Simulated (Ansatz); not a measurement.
C4H10O2, triplet, at the geometry of the source list (a higher spin typed on purpose: for a closed-shell molecule this is an excited state), with bond 12-4 at 1.25 times its length; PBE0/STO-3G (Ansatz, an electronic-structure program).

Ansatz was given this input:
Ansatz 0.2 input:
```yaml
crystal:
  periodic: [false, false, false]
  atoms:
    - {symbol: C, position_ang: [2.54090000, 0.44440000, -0.00820000]}
    - {symbol: O, position_ang: [1.37100000, -0.18980000, 0.43580000]}
    - {symbol: C, position_ang: [0.22760000, 0.17020000, -0.31120000]}
    - {symbol: C, position_ang: [-0.97310000, -0.56690000, 0.29040000]}
    - {symbol: C, position_ang: [-2.25710000, -0.24300000, -0.46130000]}
    - {symbol: O, position_ang: [-1.14140000, -0.19520000, 1.63950000]}
    - {symbol: H, position_ang: [2.45520000, 1.53540000, 0.06930000]}
    - {symbol: H, position_ang: [3.34660000, 0.09480000, 0.63380000]}
    - {symbol: H, position_ang: [2.76200000, 0.18360000, -1.05040000]}
    - {symbol: H, position_ang: [0.06420000, 1.25710000, -0.25040000]}
    - {symbol: H, position_ang: [0.35690000, -0.10640000, -1.36760000]}
    - {symbol: H, position_ang: [-0.71597500, -1.91952500, 0.21665000]}
    - {symbol: H, position_ang: [-2.45540000, 0.82340000, -0.40320000]}
    - {symbol: H, position_ang: [-2.17160000, -0.53950000, -1.50240000]}
    - {symbol: H, position_ang: [-3.08510000, -0.77370000, -0.00230000]}
    - {symbol: H, position_ang: [-0.27340000, -0.24560000, 2.05670000]}
basis:
  gaussian:
    orbitals: STO-3G
hamiltonian:
  xc: pbe0
magnetization: {spin_polarized: true, initial_magnetization: 2}
scf: {lower_state_search: standard}
```

The log (banner, timings and long lists left out):

```
Functional definition: PBE0
578 factors; integrals over basis functions are off by at most 3.7e-5 eV
mean field evaluation 1: about -8271.2860 eV, gradient 2.1e1 eV
mean field evaluation 2: about -8254.4370 eV, gradient 4.9e1 eV
mean field evaluation 4: about -8276.1130 eV, gradient 1.3e1 eV
mean field evaluation 8: about -8278.3593 eV, gradient 2.4e0 eV
mean field evaluation 16: about -8278.4061 eV, gradient 3.6e-3 eV
mean field -8278.40606867 eV, -304.2258117186 hartree, gradient 2.0e-5 eV, S^2 2.001774; 0 other end points of the search recorded, 0 dependent functions left out
reference -8278.40608978 eV, -304.2258124942 hartree; 26, 24 occupied and 14, 16 virtual orbitals, 578 factors
Total energy: -8278.40608978 eV, -304.2258124942 hartree
```
